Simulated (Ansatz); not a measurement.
CH₂AlBF₂, one more setting.

```yaml
crystal:
  periodic: [false, false, false]
  atoms:
    - {symbol: F, position_ang: [1.560840, -1.337441, -1.322275]}
    - {symbol: C, position_ang: [-0.503082, -0.611804, 0.743910]}
    - {symbol: F, position_ang: [-0.478491, -1.877825, 1.102833]}
    - {symbol: B, position_ang: [-0.963179, 0.650134, 0.866622]}
    - {symbol: Al, position_ang: [0.698731, -0.053540, -0.756261]}
    - {symbol: H, position_ang: [-1.151202, 1.799768, 0.724092]}
    - {symbol: H, position_ang: [0.897582, 1.362609, -1.404620]}
basis:
  gaussian: {orbitals: x2c-TZVPPall, nuclear_model: gaussian}
hamiltonian: {xc: {name: wB97X}}
```

```sh
$ ansatz run in.yaml --threads 2 --pin off --events-out ev --progress --plain --max-ram 4352MiB
```

Shortened log:

```
Functional definition: wB97X
1047 factors; their error is unknown
244 factors; integrals over basis functions are off by at most 9.3e-6 eV
mean field evaluation 1: about -13790.7647 eV, gradient 4.7e1 eV
mean field evaluation 2: about -13790.8517 eV, gradient 5.3e1 eV
mean field evaluation 4: about -13794.8385 eV, gradient 1.9e0 eV
mean field evaluation 8: about -13794.8480 eV, gradient 4.7e-2 eV
mean field evaluation 16: about -13794.8691 eV, gradient 2.5e-4 eV
mean field -13794.86912204 eV, -506.9520897370 hartree, gradient 1.4e-5 eV, S^2 0.000000; 0 other end points of the search recorded, 0 dependent functions left out
reference -13794.86908490 eV, -506.9520883718 hartree; 22, 22 occupied and 172, 172 virtual orbitals, 1047 factors
Total energy: -13794.86908490 eV, -506.9520883718 hartree
Relativity: scalar
```

Hardware: 2 threads of an Arm Neoverse V1 on a shared host. Wall time 8 s, peak host memory 0.48 GiB.
